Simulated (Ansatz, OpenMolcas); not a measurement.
## Exact exchange and the HOMO–LUMO gap of HfHCl3O

The species is HfHCl3O (6 atoms), meant as a singlet with charge 0. As SMILES, `Cl[Hf](Cl)(Cl)O`. The shape is that of a PBE0-D4/def2-TZVP optimisation.

The HOMO–LUMO gap y, in eV, basis def2-SVP with a core potential; a is the functional's share of exact exchange. Programs: Ansatz 0.2.0, OpenMolcas 26.06.

| functional | program | a | y (eV) |
| --- | --- | --- | --- |
| TPSS | OpenMolcas | 0 | 5.94 |
| r2SCAN | Ansatz | 0 | 6.26 |
| B3LYP | Ansatz | 0.2 | 7.43 |
| PBE0 | Ansatz | 0.25 | ? |
| BHLYP | Ansatz | 0.5 | 10.14 |

**Question.** Fit y = c + s·a to the known rows and predict PBE0.

**Answer.** 
1. Means of the 4 rows: a = 0.1750, y = 7.442.
2. Σ(Δa)² = 0.1675, Σ(Δa·Δy) = 1.3463, so the slope is 1.3463/0.1675 = 8.0376.
3. Intercept: 7.442 − (8.0376) × 0.1750 = 6.035. The largest residual of the fit is 0.22.
4. PBE0: 6.035 + (8.0376) × 0.25 = 8.04 eV.

The run gave 7.92 eV, so the prediction is off by +0.12 eV, within the largest residual. Exact exchange lowers occupied levels and raises empty ones. The rows mix families of semi-local functionals, which the line can't see.
